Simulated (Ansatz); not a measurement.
Isolated molecules relaxed with PBE0-D4/def2-TZVP in Ansatz; ΔE leaves out vibrations. CCSD(T)/CBS is the MP2 limit (def2-TZVPP, def2-QZVPP) plus CCSD(T) − MP2 in def2-TZVPP, frozen cores. This one scheme is used for every species. DFT in def2-TZVPP. HSE06 is defined as in plane-wave codes. Each species was taken in one conformer, which may not be the lowest.

Consider the hydrogenolysis of the Si–Si bond: `CC[SiH2][SiH3]` + H₂ → `CC[SiH3]` + SiH₄.

| level | ΔE (kcal/mol) | difference from CCSD(T)/CBS |
| --- | --- | --- |
| PBE0-D4 | -2.5 | 2.0 |
| r2SCAN0-D4 | -4.0 | 0.5 |
| HSE06-D4 | -2.5 | 2.0 |
| CAM-B3LYP-D4 | -6.5 | -2.0 |
| PBE-QIDH | -4.8 | -0.3 |
| PBE | -2.8 | 1.7 |
| BLYP | -7.0 | -2.5 |
| r2SCAN | -3.6 | 0.9 |
| r2SCANh | -4.1 | 0.4 |
| CAM-B3LYP | -8.2 | -3.7 |
| HF/def2-SVP | -13.7 | -9.2 |
| CCSD/def2-SVP | -8.8 | -4.3 |
| CCSD(T)/def2-SVP | -7.9 | -3.4 |
| HF/def2-TZVPP | -12.7 | -8.2 |
| CCSD(T)/def2-TZVPP | -5.4 | -0.9 |
| HF/def2-QZVPP | -12.8 | -8.3 |
| CCSD(T)/CBS | -4.5 | 0 |

Largest T1 diagnostic among the species: 0.011.

In def2-TZVPP, CCSD(T) changes the Hartree–Fock value by +7.4 kcal/mol (the triples alone add +1.3 kcal/mol) and MP2 by +7.5 kcal/mol. At CCSD(T), def2-SVP lies −3.4 kcal/mol from the extrapolated value and def2-TZVPP −0.9 kcal/mol. From PBE to PBE0 (25 % exact exchange), in def2-TZVPP and without D4, ΔE moves by −1.3 kcal/mol.
